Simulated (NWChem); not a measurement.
System: AlHOICl; SMILES [OH][Al]([Cl])[I]

```xyz
5

Al     0.4514    -1.0630     0.0000
Cl    -1.0433    -2.5338     0.0000
I     -0.1413     1.3367     0.0000
O      2.0659    -1.6168     0.0000
H      2.8269    -1.0143     0.0000
```
Atoms are numbered in this order, from 1.

Results from NWChem. Geometry: optimised at PBE-D3(BJ)/def2-SVP. def2 effective core potentials on I; no spin-orbit coupling. Level M06-L/def2-SVP: energy and gradient on several grids; changes count from the extra-fine grid, which is no exact limit either.

Q: Which is the coarsest grid (coarse; fine; xfine; xcoarse; medium) from which on the energy stays within 50 μHa and each gradient component within 100 μHa/bohr of xfine?

A: fine.
| grid | size of the energy change (μHa) | largest change of a gradient component (μHa/bohr) |
|---|---|---|
| xcoarse | 2000 | 6000 |
| coarse | 200 | 1000 |
| medium | < 10 | 400 |
| fine | < 10 | 40 |
| xfine | < 10 | < 30 |
